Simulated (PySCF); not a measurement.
B3LYP has the VWN-RPA correlation part, as in Gaussian. Excitations are Tamm–Dancoff values on a coarser integration grid. The basis has no diffuse functions, so Rydberg states are missing or too high.

Cartesian coordinates (Å):
```xyz
17

C     -2.2678    -1.5400    -0.0833
O     -0.8887    -1.3668    -0.3066
Ge    -0.0115     0.0027     0.3379
I     -0.2363     0.0852     2.8445
O     -0.6535     1.4635    -0.3795
C     -0.1599     2.7376    -0.0405
O      1.6709    -0.1473    -0.1172
C      2.4728    -1.2134     0.3322
H     -2.5103    -1.5936     0.9935
H     -2.8621    -0.7281    -0.5361
H     -2.5656    -2.4911    -0.5487
H      0.9006     2.8551    -0.3214
H     -0.2621     2.9482     1.0395
H     -0.7512     3.4835    -0.5919
H      2.1125    -2.1855    -0.0454
H      3.4923    -1.0487    -0.0466
H      2.5198    -1.2613     1.4352
```
Charge 0, multiplicity 1.

Problem. What is the computed S1–T1 gap (TDA), S1 excitation (TDA), LUMO, dipole moment, HOMO, HOMO–LUMO gap, T1 excitation (TDA) and total energy (B3LYP-D3(BJ)/def2-TZVP // PBE0-D3(BJ)/def2-SVP (PySCF 2.14.0))?

Solution. 
```yaml
S1–T1 gap (TDA): 0.46 eV
S1 excitation (TDA): 5.23 eV
LUMO: -1.33 eV
dipole_moment: 0.45 D
HOMO: -7.60 eV
HOMO–LUMO gap: 6.28 eV
T1 excitation (TDA): 4.77 eV
total_energy: -74029.16 eV
```
